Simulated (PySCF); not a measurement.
Species: `C#C[C@H]1CCC=CS[SiH2]1`. The columns A, B, C and D hold Mulliken, IAO, Hirshfeld and ESP-fitted charges (e) of one PBE0/pcSseg-1 density (PySCF), in a shuffled order. Coordinates in Å (GFN2-xTB); the density's dipole moment is (-0.30, -1.80, -0.29) D.

```
atom       x       y       z       A       B       C       D
  C1  -3.495  -0.426   0.230  -0.126  -0.264  -0.416  -0.456
  C2  -2.311  -0.258   0.272  -0.041  -0.028  +0.325  -0.008
  C3  -0.882  -0.058   0.292  -0.095  -0.387  -0.575  -0.050
  C4  -0.189  -1.097  -0.600  -0.060  -0.235  -0.123  -0.300
  C5   1.291  -0.764  -0.818  -0.070  -0.268  -0.232  +0.122
  C6   2.014  -0.522   0.468  -0.049  -0.167  -0.140  -0.244
  C7   2.144   0.654   1.066  -0.064  -0.263  -0.237  -0.162
  S8   1.513   2.207   0.500  -0.081  -0.142  -0.213  -0.246
 Si9  -0.474   1.744  -0.208  +0.327  +0.698  +0.624  +0.406
 H10  -4.533  -0.577   0.207  +0.089  +0.201  +0.036  +0.310
 H11  -0.541  -0.204   1.325  +0.047  +0.177  +0.199  +0.121
 H12  -0.693  -1.137  -1.568  +0.042  +0.144  +0.136  +0.113
 H13  -0.281  -2.084  -0.136  +0.041  +0.141  +0.131  +0.130
 H14   1.367   0.130  -1.445  +0.033  +0.139  +0.168  +0.015
 H15   1.768  -1.590  -1.351  +0.050  +0.151  +0.135  +0.043
 H16   2.454  -1.387   0.947  +0.049  +0.153  +0.108  +0.141
 H17   2.708   0.770   1.978  +0.049  +0.169  +0.145  +0.181
 H18  -0.519   1.934  -1.657  -0.071  -0.117  -0.033  -0.044
 H19  -1.354   2.674   0.491  -0.071  -0.103  -0.040  -0.072
```

**Question.** Which column most likely holds the ESP-fitted charges?

**Answer.** D. Σ q r misses the density's dipole by 0.03 D (D), 1.63 D (A), 1.87 D (B), 3.36 D (C). Charges fitted to the outside potential are the only set here that is tied to the molecule's multipoles.

**Question.** And the Hirshfeld charges?

**Answer.** A. The mean sizes are 0.077 e (A), 0.166 e (D), 0.208 e (B), 0.211 e (C), and Hirshfeld charges are commonly the smallest of these schemes.

As computed, A = Hirshfeld, B = IAO, C = Mulliken, D = ESP-fitted. Hydrogens on carbon: Hirshfeld +0.03 to +0.09, IAO +0.14 to +0.20, Mulliken +0.04 to +0.20, ESP-fitted +0.01 to +0.31 e.

The ESP scheme fits charges at the nuclei, held to the total charge, to the electrostatic potential on points at 1.4 to 2.0 times the van der Waals radii. The IAO scheme projects the occupied orbitals on a minimal set of polarised atomic orbitals and counts the electrons in each atom's part of it.

Geometry: GFN2-xTB, one conformer, isolated molecule.
